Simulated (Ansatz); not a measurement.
CH5ClGeO, SMILES `[OH][GeH2][CH2]Cl`. Charge 0, multiplicity 1. The structure was optimised at the PBE0-D4/def2-TZVP level. It is one conformer, not always the lowest.

```xyz
9

O     0.234    1.709    0.885
Ge   -0.512    0.103    0.743
C     0.017   -0.646   -0.995
Cl    1.800   -0.660   -1.088
H     1.181    1.669    0.725
H    -2.024    0.358    0.817
H    -0.016   -0.832    1.861
H    -0.349   -0.032   -1.817
H    -0.331   -1.670   -1.130
```

(1) What is the dipole moment at r2SCAN/def2-TZVPP? (Estimate.)

(2) And with PBE, B3LYP, ωB97M-V? (Best estimate.)

(3) Give the Mulliken charges with r2SCAN, PBE, B3LYP in def2-TZVPP. (Estimate.)

Results:

(1) The calculation gave: 1.62 D, with components (-0.92, -1.24, -0.49) D in this frame, pointing from negative to positive charge.

(2) Computed: PBE 1.53 D, B3LYP 1.66 D, ωB97M-V 1.67 D.

(3) Computed: 
```json
{"atom": "O1", "r2SCAN": "-0.45", "PBE": "-0.39", "B3LYP": "-0.43"}
{"atom": "Ge2", "r2SCAN": "0.39", "PBE": "0.34", "B3LYP": "0.40"}
{"atom": "C3", "r2SCAN": "-0.14", "PBE": "-0.22", "B3LYP": "-0.23"}
{"atom": "Cl4", "r2SCAN": "-0.17", "PBE": "-0.15", "B3LYP": "-0.16"}
{"atom": "H5", "r2SCAN": "0.19", "PBE": "0.18", "B3LYP": "0.17"}
{"atom": "H6", "r2SCAN": "-0.01", "PBE": "-0.01", "B3LYP": "-0.01"}
{"atom": "H7", "r2SCAN": "-0.03", "PBE": "-0.03", "B3LYP": "-0.02"}
{"atom": "H8", "r2SCAN": "0.11", "PBE": "0.14", "B3LYP": "0.15"}
{"atom": "H9", "r2SCAN": "0.11", "PBE": "0.14", "B3LYP": "0.14"}
```

B3LYP here is the variant with VWN-RPA as its local correlation; programs differ in this.
